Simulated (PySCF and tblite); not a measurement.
The numbers below are computed, except where a source is named.
## Pyramidal inversion: stationary points, barriers and rates

System: C₄H₁₃BOSi, numbered as in [BH3-:1][O+:2]([CH3:3])[CH2:4][SiH2:5][CH:6]=[CH2:7].

Motion: pyramidal inversion at O2. Level: PBE/pcSseg-1 + D3(BJ) on GFN2-xTB stationary points, with GFN2-xTB thermal terms. Rate constants are transition-state-theory values, counting equivalent paths, without tunnelling. (PySCF 2.14 with density fitting, tblite 0.8.)

| point | symmetry | E(GFN2) kcal/mol | E(DFT) kcal/mol | ZPE change kcal/mol | lowest mode cm⁻¹ | dipole D |
| --- | --- | --- | --- | --- | --- | --- |
| start | C1 | 0.0 | 0.0 | 0.00 | 25 | 4.19 |
| saddle | C1 | 5.7 | 4.2 | -0.88 | 241i | 4.11 |
| end | C1 | 0.1 | 1.3 | -0.05 | 31 | 3.80 |

| Property | Result |
| --- | --- |
| Electronic barrier | 4.2 kcal/mol |
| Barrier with zero-point energy | 3.4 kcal/mol |
| ΔH‡ (298 K) | 3.2 kcal/mol |
| ΔS‡ (298 K, symmetry apart) | -0.5 cal/(mol K) |
| Paths | 1 equivalent path |
| End point | a different minimum |
| Mean lifetime of the start against this motion at 298 K | 49 ps |
| Cost | 2.9 min on 1 thread of Arm Neoverse V1 (shared host) (rough), peak memory 0.74 GiB, launched as `OMP_NUM_THREADS=1 python ens_run.py task.json out` |

```json
{"T/K": "150", "ΔG‡ kcal/mol": "3.4", "k s⁻¹": "4.2×10⁷", "ΔG kcal/mol": "1.3", "k back s⁻¹": "3×10⁹"}
{"T/K": "200", "ΔG‡ kcal/mol": "3.4", "k s⁻¹": "9.2×10⁸", "ΔG kcal/mol": "1.3", "k back s⁻¹": "2.3×10¹⁰"}
{"T/K": "250", "ΔG‡ kcal/mol": "3.4", "k s⁻¹": "6×10⁹", "ΔG kcal/mol": "1.3", "k back s⁻¹": "8.2×10¹⁰"}
{"T/K": "298", "ΔG‡ kcal/mol": "3.4", "k s⁻¹": "2×10¹⁰", "ΔG kcal/mol": "1.3", "k back s⁻¹": "1.9×10¹¹"}
{"T/K": "350", "ΔG‡ kcal/mol": "3.4", "k s⁻¹": "5.3×10¹⁰", "ΔG kcal/mol": "1.3", "k back s⁻¹": "3.5×10¹¹"}
{"T/K": "400", "ΔG‡ kcal/mol": "3.5", "k s⁻¹": "1×10¹¹", "ΔG kcal/mol": "1.3", "k back s⁻¹": "5.6×10¹¹"}
{"T/K": "500", "ΔG‡ kcal/mol": "3.6", "k s⁻¹": "2.7×10¹¹", "ΔG kcal/mol": "1.4", "k back s⁻¹": "1.1×10¹²"}
```

ΔG and ΔG‡ leave out symmetry numbers and mirror images; rates count paths: 1 out, 1 back.
